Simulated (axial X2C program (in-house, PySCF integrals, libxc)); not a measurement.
## Potential curves of PdH⁺, scalar-relativistic

Computed with an axial X2C code built on PySCF integrals. Spin-free means the one-electron spin-free X2C Hamiltonian. Basis: Pd dyall-cv3z [12s12p8d5f3g], H dyall-v3z [6s2p1d] (cores contracted in-house); Gaussian nuclei, density fitting, unrestricted open shells. Masses: Pd 105.903 u, H 1.008 u.

State: M_S = 0, Λ = 0 (closed shell). Energies in cm⁻¹ from the fragments at the same level (Pd+ + H). Fits are polynomials in 1 − R0/R over 0.85 to 1.23 times the lowest point R0.

| R (Å) | MP2 | BLYP | HF |
| --- | --- | --- | --- |
| 1.2711 | -13836 | -15676 | 2944 |
| 1.3295 | -15860 | -18342 | 763 |
| 1.3733 | -16670 | -19611 | -161 |
| 1.4172 | -17005 | -20386 | -599 |
| 1.4610 | -16957 | -20759 | -637 |
| 1.5121 | -16526 | -20791 | -277 |
| 1.5633 | -15784 | -20485 | 430 |
| 1.6290 | -14509 | -19724 | 1720 |
| 1.7094 | -12638 | -18408 | 3715 |
| 1.8263 | -9647 | -16073 | 7103 |

Correlated methods: 10 electrons correlated (number of frozen shells: Pd 4 s, 3 p, 1 d; H none), 222 virtual spin orbitals or spinors in MP2.

One determinant describes the state; a PBE0 search over occupations chose it and may have missed a lower one. Closed shells are restricted here (equal orbitals for both partners); the stretched side of such a curve lies too high. De is counted from the lowest determinant-based energies of the atoms at the same level, without counterpoise correction. MP2 and coupled cluster on one determinant become unreliable at the stretched end.

Task: What are Re, ωe and De at the MP2 level?

Result: At MP2, spin-free: Re = 1.433 Å, ωe ≈ 2480 cm⁻¹, De = 2.11 eV to Pd+ + H; Be follows as 8.23 cm⁻¹.

Task: What are Re, ωe and De at the BLYP level?

Result: At BLYP, spin-free: Re = 1.490 Å, ωe ≈ 2210 cm⁻¹, De = 2.58 eV to Pd+ + H; Be follows as 7.6 cm⁻¹.

Task: Fit the HF curve near its minimum: give the equilibrium distance, the harmonic wavenumber and the well depth.

Result: At HF, spin-free: Re = 1.443 Å, ωe ≈ 2480 cm⁻¹, De = 0.08 eV to Pd+ + H; Be follows as 8.1 cm⁻¹.
